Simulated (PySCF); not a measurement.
C₃H₂F₃, multiplicity 2. Atoms are numbered in the order given.

```xyz
8

C     -1.0866    -1.5826     0.0000
C      0.0053    -0.7343     0.0000
F      1.2560    -1.2430     0.0000
C     -0.0458     0.6636     0.0000
F     -1.1884     1.3317     0.0000
F      1.0206     1.4407     0.0000
H     -2.1054    -1.1773     0.0000
H     -0.9261    -2.6679     0.0000
```
Charge 0, spin multiplicity 2.

The structure is a stationary point at PBE-D3(BJ)/def2-SVP. The isomer is the one that the SMILES or the coordinates give; other isomers of the formula were not compared. The values are those of a single conformer.

These are PBE-D3(BJ)/def2-SVP (PySCF) values and carry that method's errors.

No scaling factor is applied to the harmonic values.

```tsv
mode	ν (cm⁻¹)	IR (km/mol)	moving atoms (share of kinetic energy)
1	128	0.4	F 69 %, C 24 %
2	210	1.8	F 68 %, C 24 %, H 9 %
3	221	0.0	C 76 %, F 22 %
4	364	0.6	F 63 %, C 19 %, H 17 %
5	460	1.8	H 58 %, C 42 %
6	496	1.8	F 71 %, C 17 %, H 12 %
7	545	3.0	F 60 %, C 36 %
8	562	0.0	H 51 %, C 40 %, F 9 %
9	660	56.6	H 67 %, C 33 %
10	769	19.8	F 60 %, C 28 %, H 12 %
11	905	16.3	H 48 %, C 27 %, F 26 %
12	1164	140.5	C 62 %, F 21 %, H 17 %
13	1313	35.6	H 64 %, C 30 %
14	1344	214.6	C 74 %, F 25 %
15	1475	28.8	C 77 %, H 21 %
16	1553	158.8	C 91 %, F 8 %
17	3124	2.6	H 95 %
18	3241	0.5	H 89 %, C 11 %
```
